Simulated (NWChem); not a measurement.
System: C2H4Cl2; SMILES ClC(Cl)C

NWChem input:

```
start job
memory heap 200 mb stack 900 mb global 1100 mb
geometry units angstroms noautosym nocenter noautoz
  C     -1.725529    -0.167642     0.000000
  C     -0.340902     0.426260     0.000000
  Cl     0.553959    -0.054609    -1.466991
  Cl     0.553959    -0.054609     1.466991
  H     -1.667205    -1.264990     0.000000
  H     -2.271937     0.161108    -0.896002
  H     -2.271937     0.161108     0.896002
  H     -0.355257     1.522880     0.000000
end
basis spherical
  * library def2-svp
end
dft
  xc m06-2x
  iterations 150
end
cosmo
  do_cosmo_smd true
  solvent clbenzen
end
task dft energy
```

Geometry: optimised at PBE0/def2-SVP. Solvent: chlorobenzene.

Level: M06-2X/def2-SVP with SMD (1 M gas to 1 M solution), gas-phase geometry.

### Question
Predict the main results of this run. (M06-2X/def2-SVP, SMD on the gas-phase geometry.) Quantities: solvation free energy (kcal/mol); cavity-dispersion-structure term (kcal/mol); dipole in solution (D).

### Answer
```
Item                                         Value
-------------------------------------------  -----
solvation free energy (kcal/mol)              -5.3
cavity-dispersion-structure term (kcal/mol)   -2.5
dipole in solution (D)                        2.53
```
